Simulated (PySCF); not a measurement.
**Computed vibrations of LaCl3(H2O)**

LaCl3(H2O) (singlet). PySCF 2.14.0, RKS PBE0, La def2-SVP with ECP46, Cl def2-SVP, O def2-SVP, H def2-SVP; non-relativistic Hamiltonian with scalar-relativistic core potentials where named; density fitting; no spin-orbit coupling. Central differences of gradients.

```xyz
7

La   -0.0020   -0.0817    0.0233
Cl    0.8865    2.2861    0.8599
Cl   -1.5396   -1.5295    1.5718
Cl    1.3177   -1.3279   -1.8635
O    -1.2784    1.6836   -1.2532
H    -0.8565    2.4911   -0.9073
H    -1.6356    1.8795   -2.1271
```

Run from Python with OMP_NUM_THREADS=2. Where DIIS fails, smearing, a level shift and second-order steps follow.
It took 3.1 min on 2 threads of Arm Neoverse V1, with other jobs on the host.

**Question.** What are the harmonic wavenumbers and infrared intensities?

**Answer.** Negative numbers are unstable modes, those under 60 cm⁻¹ near the noise; a finer grid moves soft modes by up to 10 cm⁻¹.
| cm⁻¹ | km/mol | symmetry |
| --- | --- | --- |
| 29 | 22.2 |  |
| 44 | 14.5 |  |
| 70 | 3.5 |  |
| 73 | 5.3 |  |
| 114 | 41.3 |  |
| 181 | 118.9 |  |
| 282 | 18.4 |  |
| 310 | 2.8 |  |
| 332 | 75.4 |  |
| 337 | 106.1 |  |
| 430 | 142.8 |  |
| 512 | 138.3 |  |
| 1570 | 140.9 |  |
| 3720 | 110.3 |  |
| 3924 | 214.4 |  |

**Question.** Is this a minimum?

**Answer.** Yes, within the noise of the softest modes. Ideal gas at 298.15 K and 1 bar: S = 437.6 J/(mol K), Cp = 121.0 J/(mol K), H − H(0 K) = 27.6 kJ/mol (rigid rotor, harmonic modes, spin degeneracy alone; the modes under 60 cm⁻¹ make these uncertain).
